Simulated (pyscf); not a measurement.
:HSi–O–AsH₂ (SMILES [SiH]O[AsH2]) [singlet] -> H₃AsOSi (SMILES O1[SiH2][AsH]1), a rearrangement (singlet surface; As–H broken, As–Si, H–Si formed). Structures and frequencies: ωB97X-D3(BJ)/def2-SVP in PySCF. MP2 and CC: frozen core, UHF for open shells. ΔMP2 is the change of the MP2 total energy from the triple- to the quadruple-zeta basis. Energies in kJ/mol from the reactant's lowest minimum found.

Small-basis levels: PySCF, no dispersion term, spherical d functions. AM1 to PM7: differences of heats of formation from MOPAC. 

| level | barrier | reaction energy |
|---|---|---|
| MP2/6-31G*+LANL2DZ | 63.5 | -72.8 |
| BP86/6-31G*+LANL2DZ | 28.4 | -80.1 |
| PBE/6-31G*+LANL2DZ | ? | -86.5 |
| B3LYP/STO-3G | ? | -58.7 |
| B3LYP/3-21G | 105.9 | +8.6 |
| B3LYP/LANL2DZ | 114.7 | +1.9 |
| B3LYP/6-311+G**+LANL2DZ | 85.4 | -40.6 |
| B3LYP/def2-SVP | 67.3 | -50.2 |
| PM3 | 44.3 | -46.7 |
| CCSD(T)/def2-TZVPP + ΔMP2(QZVPP) | ? | -68.3 |

What belongs in the gaps?


- PBE/6-31G*+LANL2DZ, barrier: 22.5
- B3LYP/STO-3G, barrier: 83.7
- CCSD(T)/def2-TZVPP + ΔMP2(QZVPP), barrier: 56.2

Against the last row the barrier runs from -33.7 (PBE/6-31G*+LANL2DZ) to +58.5 kJ/mol (B3LYP/LANL2DZ). CCSD(T)/def2-TZVPP + ΔMP2(QZVPP) has limits of its own. :HSi–O–AsH₂ [singlet] lies 71.5 kJ/mol over its isomer HO–Si:–AsH₂ [singlet], and others may lie lower still (electronic energy, ωB97M-D3(BJ)). One saddle was located; it need not be the lowest between these sides. A restricted solution here is unstable towards spin polarisation, so biradical character is likely and single-reference numbers are less safe. The CCSD(T) − MP2 part came from Ansatz, without density fitting, on the same reference. The frozen core leaves the outer d or s,p core shells of the metals and heavy elements correlated in the MP2 and CC values, and def2-TZVPP describes them poorly, which can shift differences by a few kcal/mol. In the def2 sets elements up to Kr have no core potential.
